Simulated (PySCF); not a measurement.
Input file for PySCF: R-M06-2X/def2-TZVPP on CH6GeTe (SMILES C[Te][GeH3]), a point of a torsion scan. Elements past Kr take the def2 small-core potentials; no spin–orbit coupling.

```python
from pyscf import gto, dft

mol = gto.M(
    atom='''
    C     1.72349379   -0.14431579    0.16325554
    Te    0.48014856    0.86838366   -1.29106500
    Ge   -1.63898288    0.16989619   -0.14001084
    H     1.58262238   -1.21522769    0.10113136
    H     2.75519873    0.09228821   -0.05595258
    H     1.48175550    0.19646934    1.16172006
    H    -1.38193970   -0.21575026    1.28689563
    H    -2.34861723   -1.01234239   -0.74184885
    H    -2.67468557    1.25339649   -0.10443136
    ''',
    basis='def2-tzvpp',
    ecp={'Te': 'def2-tzvpp'},
    charge=0, spin=0, verbose=4, max_memory=1800)
mf = dft.RKS(mol, xc='m062x').density_fit(auxbasis='def2-universal-jkfit')
mf.grids.level = 4
mf.conv_tol = 1e-9
mf.max_cycle = 150
mf.kernel()
mf.dip_moment()
```

Output:

```
PySCF version 2.14.0

[INPUT] verbose = 4
[INPUT] num. atoms = 9
[INPUT] num. electrons = 68
[INPUT] charge = 0
[INPUT] spin (= nelec alpha-beta = 2S) = 0
[INPUT] symmetry False subgroup None
[INPUT] Mole.unit = angstrom
[INPUT] Symbol           X                Y                Z      unit          X                Y                Z       unit  Magmom
[INPUT]  1 C      1.723493790000  -0.144315790000   0.163255540000 AA    3.256931240489  -0.272717318550   0.308508258918 Bohr   0.0
[INPUT]  2 Te     0.480148560000   0.868383660000  -1.291065000000 AA    0.907349277504   1.641007288447  -2.439759259012 Bohr   0.0
[INPUT]  3 Ge    -1.638982880000   0.169896190000  -0.140010840000 AA   -3.097228766051   0.321057268707  -0.264582142070 Bohr   0.0
[INPUT]  4 H      1.582622380000  -1.215227690000   0.101131360000 AA    2.990722856807  -2.296447513088   0.191110573005 Bohr   0.0
[INPUT]  5 H      2.755198730000   0.092288210000  -0.055952580000 AA    5.206571018449   0.174399441426  -0.105735052163 Bohr   0.0
[INPUT]  6 H      1.481755500000   0.196469340000   1.161720060000 AA    2.800112078568   0.371273244474   2.195332746813 Bohr   0.0
[INPUT]  7 H     -1.381939700000  -0.215750260000   1.286895630000 AA   -2.611487553664  -0.407708902704   2.431880291600 Bohr   0.0
[INPUT]  8 H     -2.348617230000  -1.012342390000  -0.741848850000 AA   -4.438243336135  -1.913049861388  -1.401891152324 Bohr   0.0
[INPUT]  9 H     -2.674685570000   1.253396490000  -0.104431360000 AA   -5.054423196626   2.368576091591  -0.197346669216 Bohr   0.0

nuclear repulsion = 313.646815636991
number of shells = 79
number of NR pGTOs = 334
number of NR cGTOs = 213
basis = def2-tzvpp
ecp = {'Te': 'def2-tzvpp'}


******** <class 'pyscf.df.df_jk.DFRKS'> ********
method = DFRKS
initial guess = minao
damping factor = 0
level_shift factor = 0
DIIS = <class 'pyscf.scf.diis.CDIIS'>
diis_start_cycle = 1
diis_space = 8
diis_damp = 0
SCF conv_tol = 1e-09
SCF conv_tol_grad = None
SCF max_cycles = 150
direct_scf = False
XC library pyscf.dft.libxc version 7.1.2
    S. Lehtola, C. Steigemann, M. J. T. Oliveira, and M. A. L. Marques,  SoftwareX 7, 1–5 (2018)
XC functionals = m062x
    Y. Zhao and D. G. Truhlar,  Theor. Chem. Acc. 120, 215 (2008)
    Y. Zhao and D. G. Truhlar,  Theor. Chem. Acc. 120, 215 (2008)
radial grids:
    Treutler-Ahlrichs [JCP 102, 346 (1995); DOI:10.1063/1.469408] (M4) radial grids

becke partition: Becke, JCP 88, 2547 (1988); DOI:10.1063/1.454033
pruning grids: <function nwchem_prune>
grids dens level: 4
symmetrized grids: False
atomic radii adjust function: <function treutler_atomic_radii_adjust>
small_rho_cutoff = 0
Set gradient conv threshold to 3.16228e-05
Initial guess from minao.
tot grids = 184632
******** <class 'pyscf.df.df.DF'> ********
auxbasis = def2-universal-jkfit
init E= -2344.19451348752
  HOMO = -0.600757542448204  LUMO = -0.524764388206791  gap/eV = 2.06788
cycle= 1 E= -2384.8043404085  delta_E= -40.6  |g|= 3.11  |ddm|= 28.4
  HOMO = 0.0107809692293889  LUMO = 0.0283385215005898  gap/eV = 0.47777
cycle= 2 E= -2383.20370293344  delta_E=  1.6  |g|= 3.54  |ddm|= 26.9
  HOMO = -0.278056889203192  LUMO = -0.0659924169701742  gap/eV = 5.77057
cycle= 3 E= -2386.52088156422  delta_E= -3.32  |g|= 0.557  |ddm|=   26
  HOMO = -0.217955644977475  LUMO = -0.00312582691346486  gap/eV = 5.84582
cycle= 4 E= -2386.63322640605  delta_E= -0.112  |g|= 0.303  |ddm|= 1.05
  HOMO = -0.248079321458724  LUMO = 0.00519552395992151  gap/eV = 6.89196
cycle= 5 E= -2386.65129119094  delta_E= -0.0181  |g|= 0.0953  |ddm|= 0.312
  HOMO = -0.26547083934662  LUMO = -0.00258640634819729  gap/eV = 7.15345
cycle= 6 E= -2386.65314095831  delta_E= -0.00185  |g|= 0.0136  |ddm|= 0.0958
  HOMO = -0.267126530239029  LUMO = -0.00284701857668002  gap/eV = 7.19141
cycle= 7 E= -2386.65320590887  delta_E= -6.5e-05  |g|= 0.00556  |ddm|= 0.0302
  HOMO = -0.266781685207057  LUMO = -0.00250752911964036  gap/eV = 7.19127
cycle= 8 E= -2386.65321010053  delta_E= -4.19e-06  |g|= 0.00238  |ddm|= 0.00544
  HOMO = -0.266650266340581  LUMO = -0.00247452676643078  gap/eV = 7.18859
cycle= 9 E= -2386.65321120693  delta_E= -1.11e-06  |g|= 0.000621  |ddm|= 0.00209
  HOMO = -0.26662225404739  LUMO = -0.00243193649949092  gap/eV = 7.18898
cycle= 10 E= -2386.65321130306  delta_E= -9.61e-08  |g|= 0.000217  |ddm|= 0.000644
  HOMO = -0.26663708054452  LUMO = -0.00244045854605979  gap/eV = 7.18916
cycle= 11 E= -2386.65321131339  delta_E= -1.03e-08  |g|= 4.75e-05  |ddm|= 0.000257
  HOMO = -0.266640173184563  LUMO = -0.00244006533785668  gap/eV = 7.18925
cycle= 12 E= -2386.65321131413  delta_E= -7.44e-10  |g|= 1.33e-05  |ddm|= 7.61e-05
  HOMO = -0.266638790076453  LUMO = -0.00243862568064435  gap/eV = 7.18925
Extra cycle  E= -2386.65321131419  delta_E= -5.91e-11  |g|= 9.46e-06  |ddm|= 2.34e-05
converged SCF energy = -2386.65321131419
Dipole moment(X, Y, Z, Debye):  0.60148, -0.50416,  0.73995
```

Self-consistency was reached.

Cost: roughly 40 core-seconds.
